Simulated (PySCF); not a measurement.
# Bond lengths and vibrations by method: Al2ClH2O cation

Calculated results; nothing here was measured. The program is PySCF 2.14.0, an open-source quantum chemistry code, run on an isolated molecule that a program drew, which may never have been made. The molecule is Al2ClH2O cation (charge +1, singlet), drawn as the SMILES string `[AlH2][O][Al+][Cl]`.

The geometry was optimised and harmonic frequencies were computed with HF and MP2, all in the cc-pV(D+d)Z basis, for the commonest isotopes, with a restricted reference for singlets and an unrestricted one otherwise, and a frozen core in MP2. Each result is a local minimum of its method.

Geometry at the HF minimum:
```xyz
6
Al2ClH2O cation, angstrom
Al    2.1126    1.7433   -1.1336
O     0.7618    0.9827   -0.2876
Al   -0.4620    0.2920    0.4805
Cl   -1.9965   -0.5734    1.4449
H     2.6302    3.0370   -0.4388
H     2.5437    0.9837   -2.4226
```

Lengths of the bonds as drawn, in Å (atoms numbered as above):
```
bond,HF,MP2
Al1-O2,1.766,1.796
O2-Al3,1.601,1.628
Al3-Cl4,2.008,2.021
Al1-H5,1.557,1.557
Al1-H6,1.557,1.557
```

Rotational constants, in GHz:
```
constant     HF     MP2
       A  122.9   121.2
       B  1.026   1.001
       C  1.018  0.9927
```

Harmonic frequencies in cm^-1, each column in rising order, so a row needn't be the same motion in every method:
| rank | HF | MP2 |
|---|---|---|
| 1 | 77 | 63 |
| 2 | 85 | 73 |
| 3 | 205 | 167 |
| 4 | 230 | 188 |
| 5 | 386 | ? |
| 6 | 589 | 546 |
| 7 | 653 | 626 |
| 8 | 683 | 657 |
| 9 | 806 | 773 |
| 10 | 1206 | 1141 |
| 11 | 2081 | 2053 |
| 12 | 2104 | 2088 |

**Estimate the missing MP2 frequency from the HF column.**

A single factor s that minimises the squared misfit of MP2 against s times HF over the other rows is sum(HF x MP2) / sum(HF^2) = 0.9773, with an rms misfit of 25 cm^-1. For rank 5 it gives 0.9773 x 386 = 377 cm^-1. The calculation gives 365 cm^-1, 12 cm^-1 below the estimate. The drawn bonds are on average 0.8 % longer in MP2 than in HF.
